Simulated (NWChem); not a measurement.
AlN2H4F; SMILES [NH2][Al]([F])[NH2]

```xyz
8

Al     0.0270     0.0000     0.0000
F      1.6945     0.0048     0.0000
N     -0.7942    -1.5607     0.0000
H     -1.7960    -1.7068     0.0000
H     -0.3127    -2.4519     0.0000
N     -0.8027     1.5562     0.0000
H     -1.8053     1.6969     0.0000
H     -0.3260     2.4500     0.0000
```
Atoms are numbered in this order, from 1.

Results from NWChem. Pople sets run with spherical d functions. Coordinates come from a PBE0/def2-SVP optimisation. B3LYP is NWChem's, with the RPA form of VWN correlation. GIAO values for the isolated, static molecule; σ is the absolute isotropic shielding, δ = σ(reference) − σ with the isolated reference molecule computed at the same levels (19F: trichlorofluoromethane, 1H: tetramethylsilane, 15N: ammonia).

For level PBE0/pcSseg-1:

σ Al1 (ppm): 439.6
δ F2 (ppm): -200.2
δ H4 (ppm): -0.15
δ H5 (ppm): -0.04

Problem. How do the values read with level B3LYP/6-31G* instead?

Solution. The σ Al1 (ppm) comes out as 483.6 and the δ F2 (ppm) is -177.4. The δ H4 (ppm) comes out as -0.76. The δ H5 (ppm) is -0.64.
